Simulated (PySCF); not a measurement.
A PySCF script (with the pyscf-properties extension) for the NMR shieldings of SMILES CC[CH2][Al]1[NH]CC[NH]1, C₅H₁₃AlN₂, on a GFN2-xTB geometry:

```python
import basis_set_exchange as bse
import numpy as np
from pyscf import gto, dft
from pyscf.prop import nmr

atoms = """
C    -2.462788    0.865145   -0.088118
C    -2.501104   -0.436743    0.693031
C    -1.523150   -1.456691    0.099205
Al    0.261760   -0.587440   -0.025694
N     1.307201    0.194953    1.190344
C     2.623327    0.405431    0.590118
C     2.488009    0.496886   -0.941511
N     1.383199   -0.345766   -1.389683
H    -2.798613    0.710736   -1.111687
H    -1.423141    1.222406   -0.122981
H    -3.082404    1.631716    0.372562
H    -2.229315   -0.237604    1.733225
H    -3.520683   -0.836959    0.690812
H    -1.862118   -1.745061   -0.903901
H    -1.540983   -2.370809    0.702471
H     1.332068    0.344387    2.188717
H     3.082661    1.329799    0.962497
H     3.303510   -0.422283    0.834969
H     3.435143    0.185950   -1.400808
H     2.315586    1.546513   -1.219640
H     1.402914   -0.477622   -2.390291
"""
names = dict.fromkeys(["C", "Al", "N", "H"], "pcSseg-1")
basis = {el: gto.basis.parse(bse.get_basis(n, elements=[el], fmt="nwchem")) for el, n in names.items()}
mol = gto.M(atom=atoms, basis=basis, charge=0, verbose=0)
mf = dft.RKS(mol, xc="PBE0")
mf.grids.level = 2
mf.grids.alignment = dft.numint.BLKSIZE   # the property module wants whole blocks of grid points
mf.conv_tol = 1e-9
mf.kernel()

calc = nmr.RKS(mf)   # GIAO
C = mf.mo_coeff
Co = C[:, mf.mo_occ > 0]
resp = mf.gen_response(singlet=True, hermi=2)
def vind(x):   # induced exchange potential for any number of trial vectors
    d = np.einsum("pi,xij,qj->xpq", C, 2 * x.reshape(-1, C.shape[1], Co.shape[1]), Co, optimize=True)
    return np.einsum("xpq,pi,qj->xij", resp(d - d.transpose(0, 2, 1)), C, Co, optimize=True).ravel()
mo1, _ = nmr.rhf.solve_mo1(calc, with_cphf=vind)
sigma = calc.kernel(mo1)
for i, s in enumerate(sigma):   # ppm
    print("%2d %-2s %9.2f" % (i, mol.atom_pure_symbol(i), np.trace(s) / 3))
```

Task: Give the expected output.

Result: 
```
 0 C     159.90
 1 C     164.78
 2 C     172.97
 3 Al    385.39
 4 N     233.67
 5 C     137.52
 6 C     137.84
 7 N     224.26
 8 H      30.42
 9 H      30.87
10 H      30.03
11 H      30.29
12 H      29.82
13 H      31.00
14 H      30.65
15 H      30.95
16 H      28.43
17 H      28.05
18 H      28.40
19 H      28.00
20 H      30.58
```

These numbers come from an equivalent density-fitted implementation of the same equations, which agrees with the script to about 0.01 ppm for H and up to a few tenths of a ppm for heavy atoms, so last digits may differ.

Size and cost of the density-fitted run: 208 basis functions, 110 s wall time on 1 thread of an Intel Xeon, shared host; peak memory 0.94 GiB.
